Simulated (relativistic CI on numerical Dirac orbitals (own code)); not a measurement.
## Sensitivity of the levels of Tc XXIV to α and to the nuclear radius

These numbers are calculated, not measured: Dirac-Coulomb-Breit CI, KLI orbitals optimised for each configuration, derivatives by finite differences, unscaled Slater integrals, QED left out (own radial code, finite nucleus).

Configurations in the expansion (outside the closed core [Ne]): 3s²3p⁶3d², 3s²3p⁵3d³, 3s3p⁶3d³, 3s²3p⁶3d4s, 3s²3p⁶3d4p, 3s²3p⁶4s². Double excitations out of closed p, d and f shells are left out; levels of such configurations are missing from the list, as are those of other unlisted configurations, and high levels can miss mixing partners.

With x = (α/α₀)² − 1 an excitation energy changes as ω = ω₀ + qx; K = 2q/ω₀ is the relative enhancement. Terms are leading LS components, so labels can repeat. The field-shift factor is F = δν/δ⟨r²⟩ for the transition from the lowest level.

Lowest level 3s²3p⁶3d² ³F2.

| Level | ω₀ (cm⁻¹) | q (cm⁻¹) | K | F (GHz/fm²) |
| --- | --- | --- | --- | --- |
| 3s²3p⁶3d² ³F3 | 31665 | 35770 | 2.26 | 0.216 |
| 3s²3p⁶3d² ³F4 | 58830 | 57070 | 1.94 | 0.349 |
| 3s²3p⁶3d² ³P0 | 71134 | 12250 | 0.344 | 0.0198 |
| 3s²3p⁶3d² ¹D2 | 76689 | 33150 | 0.865 | 0.151 |
| 3s²3p⁶3d² ³P1 | 88605 | 37130 | 0.838 | 0.144 |
| 3s²3p⁶3d² ¹G4 | 120732 | 53500 | 0.886 | 0.381 |
| 3s²3p⁶3d² ³P2 | 122636 | 75010 | 1.22 | 0.39 |
| 3s²3p⁶3d² ¹S0 | 245741 | 61810 | 0.503 | 0.671 |
| 3s²3p⁵3d³ ⁵D°2 | 997209 | 42440 | 0.0851 | 1.77 |
| 3s²3p⁵3d³ ⁵D°1 | 999732 | 44630 | 0.0893 | 1.69 |
| 3s²3p⁵3d³ ⁵F°3 | 1005958 | 58920 | 0.117 | 1.93 |
| 3s²3p⁵3d³ ⁵D°0 | 1007205 | 53500 | 0.106 | 1.69 |
| 3s²3p⁵3d³ ⁵F°4 | 1020065 | 72810 | 0.143 | 2.05 |

At this charge energies of transitions that change n are usually good to better than 1 %, and those within a shell (Δn = 0) to a few per cent. Terms inside the open d or f shell come out 10 to 20 % too wide with unscaled integrals.
